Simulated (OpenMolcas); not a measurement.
# Rh3+ in MgO

Rh3+ with its 6 nearest oxide ions at 2.066 Å, on the Mg site of MgO (a = 4.2112 Å, distance in the model lattice 2.106 Å). The rest of the host is ab initio model potentials to 7.6 Å, with orthogonalisation functions on the cations behind the ligands, and point charges beyond; the distance is set by hand and nothing relaxes, and no local charge compensation is placed. Ligand basis ANO-RCC-VDZP.
```
Rh    0.0000    0.0000    0.0000
O     2.0660    0.0000    0.0000
O     0.0000    2.0660    0.0000
O    -2.0660    0.0000    0.0000
O     0.0000   -2.0660    0.0000
O     0.0000    0.0000    2.0660
O     0.0000    0.0000   -2.0660
```

```yaml
Program: OpenMolcas 26.06
Method: CASSCF
Basis: ANO-RCC-VDZP [6s5p3d1f]
Scalar_Hamiltonian: DKH2, point nucleus
Active_space: 6 electrons in 5 orbitals (4d)
State_averaging: 2S+1 = 5 even, 5 roots; 2S+1 = 3 even, 45 roots; 2S+1 = 1 even, 50 roots
Spin-orbit_coupling: RASSI with atomic mean-field integrals over the reference wave functions
```

The lowest spin-free states (labels of O, the rotations of Oh), above the lowest:

```
   State  Degeneracy  E (cm-1)
     1A1           1       0.0
     3T1           3     18595
     3T2           3     23929
     1T1           3     24300
     5T2           3     28659
     1T2           3     33744
2S+1 = 3           3     43415
2S+1 = 3           3     43949
     3T1           3     46778
      3E           2     46896
     3T2           3     49184
     1T2           3     50180
      1E           2     50890
     1A1           1     51810
      5E           2     55122
2S+1 = 1           3     56528
2S+1 = 1           3     56752
     1A2           1     57875
     3A2           1     58189
     3T1           3     62362
```

The lowest levels with spin-orbit coupling:

```csv
E (cm-1),Degeneracy,2S+1
0.0,1,1
18156,2,3
18238,3,3
18915,3,3
19517,1,3
23085,3,3 (71 %)
23782,2,3
24506,3,3
25010,1,3
25083,3,1 (71 %)
28130,3,5
28871,3,5
28891,2,5
29701,3,5
29761,3,5
29831,1,5
33894,3,1
43100,2,3
43387,3,3
43555,3,3
```

Powder χT (cm3 K/mol): 0 at 2 K, 0 at 10 K, 0.00319 at 50 K, 0.00638 at 100 K, 0.0128 at 200 K, 0.0191 at 300 K. The effective moment at 300 K is 2.828 √(χT) = 0.39 μB.

The lowest level has 2S+1 = 1, for which the spin-only value is χT = S(S+1) / 2 = 0.000 cm3 K/mol (g = 2). The computed 0.019 at 300 K differs by +0.019, through orbital momentum, spin-orbit coupling and any other state in reach.

Metal share of the active 4d orbitals (Löwdin): 70, 70, 82, 82, 82 %; Mulliken charge of the metal 1.18.

A least-squares ligand-field fit to the states below 45000 cm-1, each weighted by its degeneracy and with a free common offset, gives 10Dq = 26190 cm-1, B = 705 cm-1 and C = 2669 cm-1 (C/B = 3.79), with an rms deviation of 266 cm-1.

The same method and metal basis give the free ion B = 943 cm-1 (fit to its terms below 60000 cm-1, rms deviation 26 cm-1), so the nephelauxetic ratio is β = 705 / 943 = 0.75; it hangs on how both fits weigh the states, and computed free-ion B values tend to be too large, so β mixes covalency with correlation.

Without dynamic correlation the repulsion within the d shell is too large (B by tens of per cent), so at a given field states of lower spin stand too high. The least metal-like active orbital is 70 % on the metal (Löwdin) and no ligand orbital is active, so the numbers are rough. With metal d orbitals alone the field can be off either way by tens of per cent. Ligand-to-metal charge-transfer states are missing. With no ligand orbital active B as a rule stays too high, so bands that hang on it stand too high and its fall with covalency is understated. No measured value stands beside these numbers; the geometry was set by hand and not optimised.

The RASSCF and RASSI steps took 52 s on 1 thread of AMD EPYC 7R13 Processor (Zen 3), with other jobs on the host; the integral step is not counted.
